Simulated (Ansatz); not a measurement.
These are frozen-core CCSD(T)/cc-pVTZ // PBE0-D4/def2-TZVP run with Ansatz (a quantum-chemistry and plane-wave program) values and carry that method's errors.

Ansatz 0.2 input:
```yaml
crystal:
  periodic: [false, false, false]
  atoms:
    - { symbol: C, position_ang: [-0.93115, 0.419468, 0.016516] }
    - { symbol: C, position_ang: [0.261014, -0.496291, 0.277905] }
    - { symbol: C, position_ang: [1.449634, -0.082746, -0.451775] }
    - { symbol: N, position_ang: [2.379814, 0.258385, -1.034838] }
    - { symbol: H, position_ang: [-1.191805, 0.427018, -1.042399] }
    - { symbol: H, position_ang: [-1.796293, 0.071723, 0.58266] }
    - { symbol: H, position_ang: [-0.709479, 1.44351, 0.319004] }
    - { symbol: H, position_ang: [0.508831, -0.515409, 1.342974] }
    - { symbol: H, position_ang: [0.029432, -1.525659, -0.010046] }
basis:
  gaussian: { orbitals: cc-pVTZ }
correlation:
  method: ccsd_t
```

Output:

```
Functional definition: HF
1078 factors; integrals over basis functions are off by at most 1.1e-3 eV
mean field evaluation 1: about -4650.5940 eV, gradient 3.5e1 eV
mean field evaluation 2: about -4650.5965 eV, gradient 3.5e1 eV
mean field evaluation 4: about -4653.6478 eV, gradient 5.4e0 eV
mean field evaluation 8: about -4653.7412 eV, gradient 3.3e-1 eV
mean field evaluation 16: about -4653.6457 eV, gradient 5.4e0 eV
mean field -4653.74176137 eV, -171.0218553110 hartree, gradient 3.0e-6 eV, S^2 0.000000; 0 other end points of the search recorded, 0 dependent functions left out
4 core orbitals not correlated
reference -4653.74176137 eV, -171.0218553110 hartree; 11, 11 occupied and 175, 175 virtual orbitals, 1078 factors
second order -18.71248916 eV of doubles, -0.00000000 eV of singles
cycle   1  -18.74245287 eV  change   -3.0e-2 eV  update   1.0e-1
cycle   2  -19.26954424 eV  change   -5.3e-1 eV  update   3.0e-2
cycle   3  -19.38017750 eV  change   -1.1e-1 eV  update   1.3e-2
cycle   4  -19.37849758 eV  change    1.7e-3 eV  update   3.3e-3
cycle   5  -19.38127388 eV  change   -2.8e-3 eV  update   1.3e-3
cycle   6  -19.38168158 eV  change   -4.1e-4 eV  update   3.1e-4
cycle   7  -19.38175659 eV  change   -7.5e-5 eV  update   8.9e-5
cycle   8  -19.38179830 eV  change   -4.2e-5 eV  update   2.3e-5
cycle   9  -19.38180411 eV  change   -5.8e-6 eV  update   7.6e-6
perturbative correction -0.87924268 eV, -0.0323115726 hartree
Total energy: -4674.00280816 eV, -171.7664350470 hartree
```

Cost: very roughly 70 core-seconds.
